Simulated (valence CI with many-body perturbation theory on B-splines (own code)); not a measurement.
# Pb X: calculated level list

Calculated by configuration interaction combined with many-body perturbation theory (CI+MBPT): five valence electrons over a frozen Dirac-Fock core [Xe] 4f14, radial functions for each j: 7 s, 7 p, 8 d, 6 f, 4 g, 1 h, with the one-electron correlation potential Σ1, the two-electron term Σ2, the three-electron term Σ3, Breit, model QED; selected CI, second order for the rest, scaled by the run's own slope (own B-spline code, finite nucleus).

No measured spectrum was set against this ion. As an estimate, terms of the open shell hold to 2 to 4 % of their energy, and close levels can change places. Among the levels kept, up to 1100 cm⁻¹ of a level comes from second order outside the variational space, and about a tenth of that is noise between levels of different J, which matters for small intervals. Excitations out of the core, of the other parity, are not computed and may begin above about 48.5 eV (a cautious bound); beyond it only levels of the ground parity were kept, without lifetimes.

Levels 1 to 45 of 101, with energies above the lowest level, (5d3/2^4 5d5/2) J=5/2 [a]. "Leading %" is the weight of the configuration and term that name the level; weights of strongly mixed levels are sums over their largest components and can fall short. In the jj column 3d3/2^4 stands for four electrons in 3d with j = 3/2. Lifetimes count E1, E2, E3, M1 and M2 decay at the calculated energies, and are blank where another channel may lead or the interval is too uncertain; long ones can be off by a factor of two.

| No. | Configuration | Term | J | E (cm⁻¹) | Leading % | Leading jj | Lifetime | Second component |
| --- | --- | --- | --- | --- | --- | --- | --- | --- |
| 1 | 5d5 | 6S | 5/2 | 0 | 57 | 5d3/2^4 5d5/2 (50 %) |  | 26 % 5d5 4P |
| 2 | 5d5 | 2F | 5/2 | 20532 | 25 | 5d3/2^4 5d5/2 (43 %) | 4.87 ms | 25 % 5d5 4G |
| 3 | 5d5 | 4G | 7/2 | 33217 | 48 | 5d3/2^3 5d5/2^2 (94 %) | 9.39 ms | 20 % 5d5 4D |
| 4 | 5d5 | 4D | 3/2 | 34575 | 45 | 5d3/2^3 5d5/2^2 (92 %) | 2.28 ms | 36 % 5d5 4P |
| 5 | 5d5 | 4G | 11/2 | 35982 | 56 | 5d3/2^3 5d5/2^2 (88 %) |  | 29 % 5d5 2H |
| 6 | 5d5 | 4G | 9/2 | 38895 | 60 | 5d3/2^3 5d5/2^2 (76 %) | 243 ms | 16 % 5d5 4F |
| 7 | 5d5 | 4D | 5/2 | 39234 | 36 | 5d3/2^3 5d5/2^2 (61 %) | 4.71 ms | 31 % 5d5 4G |
| 8 | 5d5 | 4P | 1/2 | 42157 | 55 | 5d3/2^3 5d5/2^2 (69 %) | 57.1 ms | 29 % 5d5 4D |
| 9 | 5d5 | 4D | 7/2 | 48449 | 23 | 5d3/2^3 5d5/2^2 (68 %) | 15.3 ms | 22 % 5d5 4F |
| 10 | 5d5 | 2D | 5/2 | 51589 | 38 | 5d3/2^2 5d5/2^3 (50 %) | 1.71 ms | 16 % 5d5 4P |
| 11 | 5d5 | 4D | 7/2 | 56478 | 37 | 5d3/2^2 5d5/2^3 (74 %) | 4.49 ms | 22 % 5d5 2F |
| 12 | 5d5 | 2I | 11/2 | 57926 | 60 | 5d3/2^2 5d5/2^3 (90 %) | 5.02 ms | 33 % 5d5 4G |
| 13 | 5d5 | 2D | 3/2 | 58889 | 50 | 5d3/2^3 5d5/2^2 (52 %) | 7.22 ms | 24 % 5d5 4D |
| 14 | 5d5 | 4D | 1/2 | 60489 | 69 | 5d3/2^2 5d5/2^3 (90 %) | 2.93 ms | 22 % 5d5 4P |
| 15 | 5d5 | 2G | 9/2 | 60957 | 46 | 5d3/2^2 5d5/2^3 (77 %) | 5.35 ms | 34 % 5d5 4G |
| 16 | 5d5 | 4P | 3/2 | 63720 | 50 | 5d3/2^2 5d5/2^3 (88 %) | 1.16 ms | 36 % 5d5 4F |
| 17 | 5d5 | 2I | 13/2 | 64396 | 99 | 5d3/2^2 5d5/2^3 (99 %) | 23.0 ms |  |
| 18 | 5d5 | 2F | 5/2 | 66466 | 39 | 5d3/2^2 5d5/2^3 (82 %) | 2.17 ms | 18 % 5d5 4D |
| 19 | 5d5 | 2H | 9/2 | 73800 | 51 | 5d3/2^2 5d5/2^3 (98 %) | 1.56 ms | 46 % 5d5 4F |
| 20 | 5d5 | 2G | 7/2 | 75474 | 60 | 5d3/2^2 5d5/2^3 (96 %) | 6.82 ms | 33 % 5d5 2F |
| 21 | 5d5 | 4F | 5/2 | 76461 | 52 | 5d3/2^2 5d5/2^3 (86 %) | 1.67 ms | 22 % 5d5 2F |
| 22 | 5d5 | 2D | 3/2 | 81206 | 78 | 5d3/2^2 5d5/2^3 (52 %) | 3.78 ms | 15 % 5d5 4F |
| 23 | 5d5 | 4P | 5/2 | 83940 | 32 | 5d3/2 5d5/2^4 (74 %) | 726 μs | 31 % 5d5 2F |
| 24 | 5d5 | 2F | 7/2 | 84002 | 52 | 5d3/2^2 5d5/2^3 (76 %) | 2.31 ms | 33 % 5d5 2G |
| 25 | 5d5 | 2S | 1/2 | 84583 | 60 | 5d3/2^2 5d5/2^3 (51 %) | 1.66 ms | 21 % 5d5 4P |
| 26 | 5d5 | 2G | 9/2 | 91582 | 55 | 5d3/2^2 5d5/2^3 (66 %) | 3.25 ms | 25 % 5d5 2H |
| 27 | 5d5 | 4F | 7/2 | 92781 | 37 | 5d3/2 5d5/2^4 (92 %) | 1.05 ms | 31 % 5d5 2F |
| 28 | 5d5 | 2H | 11/2 | 96194 | 64 | 5d3/2 5d5/2^4 (96 %) | 1.10 ms | 25 % 5d5 2I |
| 29 | 5d5 | 2D | 3/2 | 98714 | 61 | 5d3/2 5d5/2^4 (74 %) | 791 μs | 18 % 5d5 4D |
| 30 | 5d5 | 2D | 5/2 | 105390 | 67 | 5d3/2 5d5/2^4 (76 %) | 973 μs | 23 % 5d5 2F |
| 31 | 5d5 | 2G | 9/2 | 107360 | 84 | 5d3/2 5d5/2^4 (62 %) | 1.60 ms | 7 % 5d5 2H |
| 32 | 5d5 | 2D | 5/2 | 110730 | 54 | 5d3/2^2 5d5/2^3 (46 %) | 1.25 ms | 28 % 5d5 2F |
| 33 | 5d5 | 2P | 3/2 | 113250 | 79 | 5d3/2^2 5d5/2^3 (84 %) | 2.24 ms | 17 % 5d5 2D |
| 34 | 5d5 | 2G | 7/2 | 113610 | 72 | 5d3/2 5d5/2^4 (82 %) | 1.39 ms | 22 % 5d5 2F |
| 35 | 5d5 | 2P | 1/2 | 126720 | 78 | 5d3/2 5d5/2^4 (67 %) | 1.15 ms | 18 % 5d5 2S |
| 36 | 5d5 | 2D | 5/2 | 139730 | 78 | 5d5/2^5 (50 %) | 499 μs | 9 % 5d5 2F |
| 37 | 5d5 | 2D | 3/2 | 142370 | 78 | 5d3/2 5d5/2^4 (83 %) | 705 μs | 17 % 5d5 2P |
| 38 | 5d4.6s | 6D | 1/2 | 271440 | 47 | 5d3/2^4 6s (78 %) | 7.43 μs | 38 % 5d4.6s 4P |
| 39 | 5d4.6s | 6D | 3/2 | 285810 | 74 | 5d3/2^3 5d5/2 6s (84 %) | 8.93 μs | 20 % 5d4.6s 4P |
| 40 | 5d4.6s | 6D | 5/2 | 295190 | 79 | 5d3/2^3 5d5/2 6s (50 %) | 8.73 μs | 6 % 5d4.6s 4D |
| 41 | 5d4.6s | 4D | 1/2 | 297640 | 45 | 5d3/2^3 5d5/2 6s (76 %) | 3.05 μs | 30 % 5d4.6s 2P |
| 42 | 5d4.6s | 6D | 7/2 | 300700 | 64 | 5d3/2^3 5d5/2 6s (53 %) | 7.84 μs | 17 % 5d4.6s 4F |
| 43 | 5d4.6s | 6D | 9/2 | 302730 | 40 | 5d3/2^3 5d5/2 6s (72 %) | 6.21 μs | 32 % 5d4.6s 4F |
| 44 | 5d4.6s | 4D | 3/2 | 309140 | 59 | 5d3/2^3 5d5/2 6s (75 %) | 3.16 μs | 14 % 5d4.6s 4F |
| 45 | 5d4.6s | 4H | 7/2 | 310080 | 37 | 5d3/2^3 5d5/2 6s (85 %) | 4.53 μs | 16 % 5d4.6s 2G |

The ionisation energy to 5d4 3P_0 of the next ion comes out as 159.55 eV (NIST: 158 ± 2.2 eV (theoretical)). All 101 levels together are meant to be complete up to 390900 cm⁻¹.
